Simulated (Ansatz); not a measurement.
Geometry optimisation, Ansatz, RKS PBE0-D4/STO-3G.

Input:

```yaml
crystal:
  periodic: [false, false, false]
  atoms:
    - { symbol: O, position_ang: [2.2365, -0.7029, -2.4874] }
    - { symbol: Al, position_ang: [1.9489, -0.7628, -0.6838] }
    - { symbol: O, position_ang: [0.2067, -0.9094, 0.01] }
    - { symbol: C, position_ang: [-0.2469, 0.367, 0.2626] }
    - { symbol: O, position_ang: [-0.7095, 0.9399, -0.9637] }
    - { symbol: Si, position_ang: [-1.8327, 0.1403, 1.3436] }
    - { symbol: H, position_ang: [2.3151, -1.5974, -2.7846] }
    - { symbol: H, position_ang: [3.2544, -0.6876, 0.2852] }
    - { symbol: H, position_ang: [0.3863, 1.0317, 0.874] }
    - { symbol: H, position_ang: [-0.8169, 1.9193, -0.745] }
    - { symbol: H, position_ang: [-2.8112, -0.7378, 0.6733] }
    - { symbol: H, position_ang: [-2.4263, 1.4413, 1.6324] }
    - { symbol: H, position_ang: [-1.484, -0.4765, 2.5981] }
basis:
  gaussian: { orbitals: STO-3G }
hamiltonian:
  xc: pbe0
  dispersion: d4
relax:
  f_tol: 0.02
  max_steps: 40
scf:
  lower_state_search: "off"
```

Run as:

```bash
$ ansatz run input.yaml --threads 1 --pin off --max-ram 2048MiB --backend cpu --events-out ev --progress --plain --runs-dir out
```

Q: Where does it end, and by what steps?

A: The run converged. Limits of this set-up: minimal basis. After 17 steps the energy has fallen by 2.954 eV; H7 moved furthest, 1.78 Å. Joined: Al2–O5 (3.17 → 1.92 Å).

| step | energy less start (eV) | largest force component (eV/Å) | accepted |
| --- | --- | --- | --- |
| 0 | 0.0000 | 4.462 | yes |
| 1 | -1.0542 | 2.066 | yes |
| 2 | -1.2263 | 0.529 | yes |
| 3 | -1.3341 | 1.299 | yes |
| 4 | -1.4743 | 2.225 | yes |
| 5 | -1.6654 | 2.217 | yes |
| 6 | -1.9286 | 1.746 | yes |
| 7 | -2.3110 | 1.134 | yes |
| 8 | -2.6405 | 0.884 | yes |
| 9 | -2.7718 | 1.620 | yes |
| 10 | -2.8601 | 0.756 | yes |
| 11 | -2.9209 | 0.380 | yes |
| 12 | -2.9350 | 0.457 | yes |
| 13 | -2.9484 | 0.226 | yes |
| 14 | -2.9525 | 0.098 | yes |
| 15 | -2.9536 | 0.031 | yes |
| 16 | -2.9540 | 0.029 | yes |
| 17 | -2.9541 | 0.013 | yes |

```xyz
13
Properties=species:S:1:pos:R:3
O 1.506 -1.169 -2.289
Al 1.696 -0.232 -0.879
O 0.861 -0.870 0.560
C 0.025 0.238 0.736
O 0.220 0.969 -0.619
Si -1.840 -0.126 1.014
H 0.671 -1.723 -2.128
H 2.928 0.600 -0.746
H 0.381 0.983 1.502
H 0.479 1.928 -0.409
H -2.337 -0.979 -0.037
H -2.569 1.120 1.016
H -1.999 -0.774 2.294
```

Whether the end is a true minimum wasn't checked by a vibrational analysis.

Time of the run: 54 s on 1 thread of Arm Neoverse V1 (shared host), peak memory 0.12 GiB.
